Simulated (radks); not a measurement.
Question: Species: the holmium ion Ho17+. Configuration: [Kr] 4d10 4f4. Calculated with a radial shooting solver on a logarithmic mesh with Libxc functionals: Dirac Kohn-Sham, BLYP, spin-unpolarised, spherical densities, point nucleus; open shells fill j = l - 1/2 first. Some entries of the table are withheld. Estimate them.

orbital,occ.,eigenvalue (eV),<r> (bohr),r(max) (bohr)
1s1/2,2,-55851.57,0.02073,0.01311
2s1/2,2,-9676.484,0.08753,0.07478
2p1/2,2,-9229.051,0.07290,0.05624
2p3/2,4,-8371.858,0.08007,0.06236
3s1/2,2,-2479.781,0.2293,0.2114
3p1/2,2,-2284.269,0.2190,0.1990
3p3/2,4,-2105.001,0.2324,0.2117
3d3/2,4,-1769.883,(1),0.1675
3d5/2,6,-1730.753,(2),0.1711
4s1/2,2,-800.0950,0.5070,0.4793
4p1/2,2,-721.4453,(3),(4)
4p3/2,4,-678.2277,(5),(6)
4d3/2,4,-547.6973,0.5536,0.5047
4d5/2,6,-539.3538,0.5620,0.5125
4f5/2,4,-378.7749,0.5816,(7)
4f7/2,0,-377.1129,0.5853,(8)
5s1/2,0,-363.8961,1.010,0.9840
5p1/2,0,-333.7612,1.050,1.021
5p3/2,0,-321.4637,1.091,1.065
5d3/2,0,-272.6978,1.179,1.151
5d5/2,0,-270.3399,1.191,1.164
5f5/2,0,-214.1321,1.329,1.316
5f7/2,0,-213.6281,1.333,1.321

Answer: 
(1) 3d3/2 <r> (bohr): 0.2052
(2) 3d5/2 <r> (bohr): 0.2094
(3) 4p1/2 <r> (bohr): 0.5132
(4) 4p1/2 r(max) (bohr): 0.4808
(5) 4p3/2 <r> (bohr): 0.5400
(6) 4p3/2 r(max) (bohr): 0.5063
(7) 4f5/2 r(max) (bohr): 0.4696
(8) 4f7/2 r(max) (bohr): 0.4728
